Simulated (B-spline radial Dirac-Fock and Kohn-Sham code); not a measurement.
## K-shell conversion coefficients of Kr against transition energy

The computed values come from a radial finite-basis atomic code: a Dirac-Hartree-Slater potential of the neutral atom with a Latter tail (no hole, which puts coefficients of high multipoles low close above an edge), finite nucleus with surface currents. Subshells within 1 keV of threshold and pair formation are left out.

```tsv
energy (keV)	E3	E4	E5	M1	M3	M4
17.2	803	4140	21800	18.6	11900	92300
17.3	823	4380	23800	18.3	11700	93800
20	1090	9510	84100	11.9	8220	100000
27.9	697	8550	106000	4.44	2530	40600
34	403	5060	64000	2.48	1140	18200
38.5	270	3330	41400	1.72	673	10500
42.4	193	2330	28200	1.30	445	6700
50	106	1200	13700	0.808	218	3050
50.7	100	1130	12800	0.776	205	2850
51.1	97.5	1100	12400	0.759	198	2740
100	6.36	49.2	379	0.115	10.5	94.9
176	0.560	2.98	15.7	0.0252	0.964	5.72
200	0.324	1.58	7.67	0.0181	0.572	3.09
220	0.216	0.992	4.50	0.0141	0.390	1.96
320	0.0455	0.165	0.588	0.00554	0.0909	0.351
323	0.0439	0.158	0.559	0.00541	0.0878	0.337
360	0.0285	0.0958	0.318	0.00416	0.0586	0.209
451	0.0120	0.0354	0.103	0.00243	0.0260	0.0802
500	0.00823	0.0229	0.0629	0.00191	0.0182	0.0526
509	0.00772	0.0213	0.0579	0.00183	0.0171	0.0489
660	0.00318	0.00766	0.0182	0.00102	0.00720	0.0178
794	0.00178	0.00393	0.00854	0.000677	0.00402	0.00902
1000	0.000919	0.00184	0.00361	0.000414	0.00202	0.00407
1020	0.000871	0.00173	0.00336	0.000397	0.00190	0.00381
1170	0.000607	0.00114	0.00211	0.000299	0.00129	0.00244
1310	0.000458	0.000827	0.00146	0.000238	0.000946	0.00171
1620	0.000278	0.000469	0.000772	0.000157	0.000541	0.000910
2000	0.000176	0.000279	0.000432	0.000106	0.000320	0.000506
```

Q: How fast do they fall between 1310 and 2000 keV?

A: As powers of the energy: E3 E^-2.26, E4 E^-2.57, E5 E^-2.88, M1 E^-1.92, M3 E^-2.56, M4 E^-2.88. Within one type (E or M) the higher multipoles fall faster.
